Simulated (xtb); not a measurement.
disulfane (H2S2), singlet, at a GFN2-xTB geometry; GFN2-xTB (xtb 6.7.1).

Here is a job for xtb.
```
$ xtb mol.xyz --gfn 2 --etemp 3000 --json

# file mol.xyz
4

S     -0.89880885     0.02604772     0.48959929
S      0.89707958     0.07839641    -0.48718121
H     -1.52188329    -0.85435140    -0.30564322
H      1.54955162    -0.81675470     0.26695388
```

What the program printed (banner, timings and long lists left out):

```
   ID    Z sym.   atoms
    1   16 S      1, 2
    2    1 H      3, 4

           -------------------------------------------------
          |                Calculation Setup                |
           -------------------------------------------------

           -------------------------------------------------
          |                 G F N 2 - x T B                 |
           -------------------------------------------------

          ...................................................
          :                      SETUP                      :
          :.................................................:
          :  # basis functions                  22          :
          :  # atomic orbitals                  20          :
          :  # shells                            8          :
          :  # electrons                        14          :
          :  max. iterations                   250          :
          :  Hamiltonian                  GFN2-xTB          :
          :  restarted?                      false          :
          :  GBSA solvation                  false          :
          :  PC potential                    false          :
          :  electronic temp.         3000.0000000     K    :
          :  accuracy                    1.0000000          :
          :  -> integral cutoff          0.2500000E+02      :
          :  -> integral neglect         0.1000000E-07      :
          :  -> SCF convergence          0.1000000E-05 Eh   :
          :  -> wf. convergence          0.1000000E-03 e    :
          :  Broyden damping             0.4000000          :
          :  net charge                          0          :
          :  unpaired electrons                  0          :
          ...................................................

 iter      E             dE          RMSdq      gap      omega  full diag
   1     -7.5318659 -0.753187E+01  0.794E+00    3.89       0.0  T
   2     -7.5357081 -0.384219E-02  0.337E+00    3.65       1.0  T
   3     -7.5364365 -0.728358E-03  0.586E-01    3.48       1.0  T
   4     -7.5364463 -0.983339E-05  0.101E-01    3.48       1.0  T
   5     -7.5364469 -0.615453E-06  0.384E-02    3.48       1.3  T
   6     -7.5364470 -0.879256E-07  0.135E-02    3.48       3.7  T
   7     -7.5364470 -0.120107E-07  0.225E-03    3.48      22.3  T
   8     -7.5364470 -0.567831E-09  0.358E-04    3.48     139.5  T
   9     -7.5364470 -0.434763E-11  0.974E-05    3.48     513.5  T

[...]
         :: total energy              -7.513051473922 Eh    ::
[...]
        17                          0.0423571               1.1526
        18                          0.2588164               7.0428
       ...                                ...                  ...
        20                          0.5639472              15.3458
      -------------------------------------------------------------
                  HL-Gap            0.1279585 Eh            3.4819 eV
             Fermi-level           -0.3325612 Eh           -9.0495 eV

     #   Z          covCN         q      C6AA      α(0)
     1  16 S        1.899    -0.165   148.010    20.476
     2  16 S        1.899    -0.165   148.010    20.476
     3   1 H        0.922     0.165     1.297     1.781
     4   1 H        0.922     0.165     1.297     1.781

 Mol. C6AA /au·bohr⁶  :        707.874340
 Mol. C8AA /au·bohr⁸  :      31760.136855
 Mol. α(0) /au        :         44.514608

Wiberg/Mayer (AO) data.
largest (>0.10) Wiberg bond orders for each atom

 ---------------------------------------------------------------------------
     #   Z sym  total        # sym  WBO       # sym  WBO       # sym  WBO
 ---------------------------------------------------------------------------
     1  16 S    2.211 --     2 S    1.238     3 H    0.949
     2  16 S    2.211 --     1 S    1.238     4 H    0.949
     3   1 H    0.973 --     1 S    0.949
     4   1 H    0.973 --     2 S    0.949
 ---------------------------------------------------------------------------

Topologies differ in total number of bonds
Writing topology from bond orders to xtbtopo.mol

molecular dipole:
                 x           y           z       tot (Debye)
 q only:        0.009      -0.553      -0.013
   full:        0.012      -0.697      -0.016       1.772
molecular quadrupole (traceless):
                xx          xy          yy          xz          yz          zz
 q only:        1.509      -0.011      -0.003       1.549       0.060      -1.506
  q+dip:        0.471      -0.099       1.242       3.701       0.130      -1.713
   full:        1.307      -0.062       0.610       3.184       0.111      -1.917

           -------------------------------------------------
          | TOTAL ENERGY               -7.513051473922 Eh   |
          | GRADIENT NORM               0.000437182446 Eh/α |
          | HOMO-LUMO GAP               3.481928014342 eV   |
           -------------------------------------------------

normal termination of xtb
```
